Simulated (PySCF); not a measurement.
A side-by-side comparison of computed properties.

First species: C3H11NOSi4.
Atom-mapped SMILES: `[CH3:1][CH2:2][Si@@H:3]1[Si@H:4]([C:5]#[N:6])[SiH2:7][Si@@H:8]1[OH:9]` (hydrogens: H10, H11, H12 on C1; H13, H14 on C2; H15 on Si3; H16 on Si4; H17, H18 on Si7; H19 on Si8; H20 on O9)

Second species: C₄H₁₄O₂Si₃.
Structure used (GFN2-xTB), in Å, numbered top down from 1:
```xyz
23
C4H14O2Si3 angstrom
C      2.845   -0.161   -1.167
O      1.472   -0.194   -0.881
C      1.164   -0.050    0.494
Si    -0.741   -0.349    0.551
Si    -1.512   -0.418    2.754
Si    -1.003   -2.046   -1.037
C     -1.595    1.203   -0.222
C     -0.750    2.272   -0.858
O     -2.807    1.258   -0.202
H      3.295    0.785   -0.841
H      2.947   -0.259   -2.247
H      3.371   -0.988   -0.674
H      1.701   -0.807    1.080
H      1.500    0.931    0.857
H     -0.986    0.656    3.610
H     -2.968   -0.328    2.800
H     -1.138   -1.674    3.417
H     -0.017   -3.110   -0.821
H     -2.324   -2.673   -0.910
H     -0.870   -1.601   -2.427
H     -0.204    2.790   -0.071
H     -1.361    2.987   -1.406
H     -0.023    1.804   -1.518
```

Levels: PBE0/pcSseg-1 for dipole moment, HOMO energy, LUMO energy and HOMO–LUMO gap; GFN2-xTB for rotational constant A and rotational constant C. Geometries: GFN2-xTB. Each structure is a single optimised conformer of the isolated species, non-relativistic unless stated; the electronic structure was computed with PySCF and density fitting.

The conformers computed, where there is a choice (atom-mapped SMILES and torsion angles):
- `[CH3:1][CH2:2][Si@@H:3]1[Si@H:4]([C:5]#[N:6])[SiH2:7][Si@@H:8]1[OH:9]`: C1–C2–Si3–Si4 55°, H–O9–Si8–Si7 74°
- `[CH3:1][O:2][CH2:3][Si:4]([SiH3:5])([SiH3:6])[C:7]([CH3:8])=[O:9]`: C1–O2–C3–Si4 -173°, O2–C3–Si4–Si5 173°, C3–Si4–C7–C8 7°

Problem. Which has the higher LUMO energy?

Solution. The second: -1.06 eV against -2.10 eV, a difference of 1.04 eV.

Problem. Which of the two has the higher HOMO–LUMO gap, and by how much?

Solution. The second: 5.58 eV against 5.41 eV, a difference of 0.17 eV.

Problem. Which of the two has the higher rotational constant A, and by how much?

Solution. The second: 0.986 GHz against 0.914 GHz, a difference of 0.072 GHz.

Problem. Which of the two has the higher HOMO energy, and by how much?

Solution. The second: -6.64 eV against -7.51 eV, a difference of 0.87 eV.

Problem. Which of the two has the higher rotational constant C, and by how much?

Solution. The second: 0.619 GHz against 0.550 GHz, a difference of 0.069 GHz.

Problem. Which has the higher dipole moment?

Solution. The first: 4.63 D against 4.22 D, a difference of 0.41 D.

On the first: In atomic units the dipole is 1.82 e·bohr (1 au = 2.5417 D).

On the second: The dipole equals about 14.1 × 10⁻³⁰ C·m (1 D = 3.33564 × 10⁻³⁰ C·m).
